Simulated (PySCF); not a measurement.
CH7GaN2.

```xyz
11

Ga     0.0011     0.0025     0.0021
C     -1.4084    -1.3443    -0.2622
H     -1.1286    -2.0332    -1.0760
H     -2.3630    -0.8679    -0.5347
H     -1.5639    -1.9421     0.6493
N      0.0059     1.5941    -0.8948
H     -0.6341     1.8038    -1.6547
H      0.7745     2.2578    -0.8737
N      1.3949    -0.2581     1.1533
H      2.0920     0.4465     1.3751
H      1.4335    -1.0286     1.8133
```
Charge 0, spin multiplicity 1.

Geometry optimised at TPSSh-D3(BJ)/def2-SVP. The structure was generated by enumeration; whether it is a known compound was not checked. Other conformers were not sampled.

Level of theory: HF/pcSseg-1 (PySCF). Non-relativistic, no solvent.

Question: Give the absolute GIAO shielding of each atom: isotropic value and principal components (ppm). (The exact figures need the calculation; the answer reports its results.)

Answer: 
```tsv
atom	σ(iso)	σ11	σ22	σ33	span
Ga1	1493.3	1356.8	1494.7	1628.4	271.6
C2	206.0	201.1	207.7	209.1	8.1
H3	31.7	26.3	28.3	40.6	14.3
H4	31.9	26.2	28.9	40.7	14.4
H5	32.0	26.2	29.0	40.7	14.5
N6	256.9	240.7	246.5	283.4	42.7
H7	31.1	22.9	26.8	43.6	20.7
H8	31.2	22.8	26.8	44.0	21.2
N9	256.7	239.9	246.9	283.3	43.4
H10	31.2	22.8	26.8	44.0	21.2
H11	31.1	22.9	26.8	43.6	20.8
```
